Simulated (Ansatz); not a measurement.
One change: `B[NH][GaH][CH3]` becomes `B[NH][GaH][O][SiH3]`.

Ansatz, PBE0-D4/def2-TZVP geometries, multiplicity 1. Each molecule was computed in one conformer, which needn't be the lowest.

Scalar relativity is left out up to krypton.

```tsv
property	`B[NH][GaH][CH3]`
HOMO energy (B3LYP/def2-TZVPP) / eV	-8.06
LUMO energy (PBE/def2-TZVPP) / eV	-1.95
HOMO–LUMO gap (PBE/def2-TZVPP) / eV	4.94
HOMO–LUMO gap (PBE0/def2-TZVPP) / eV	7.14
LUMO energy (PBE0/def2-TZVPP) / eV	-1.09
HOMO energy (PBE0/def2-TZVPP) / eV	-8.23
```

(1) What does the change do to each property? (An estimate is asked.)

Results:

(1) Computed: 
```
                            property  `B[NH][GaH][O][SiH3]`  shift
 HOMO energy (B3LYP/def2-TZVPP) / eV                  -8.35  -0.29
   LUMO energy (PBE/def2-TZVPP) / eV                  -1.92   0.03
 HOMO–LUMO gap (PBE/def2-TZVPP) / eV                   5.29   0.35
HOMO–LUMO gap (PBE0/def2-TZVPP) / eV                   7.53   0.39
  LUMO energy (PBE0/def2-TZVPP) / eV                  -1.05   0.04
  HOMO energy (PBE0/def2-TZVPP) / eV                  -8.58  -0.35
```

Positive LUMOs are unbound, so they and the gaps depend on the basis.

B3LYP here is the variant with VWN-RPA as its local correlation; programs differ in this.
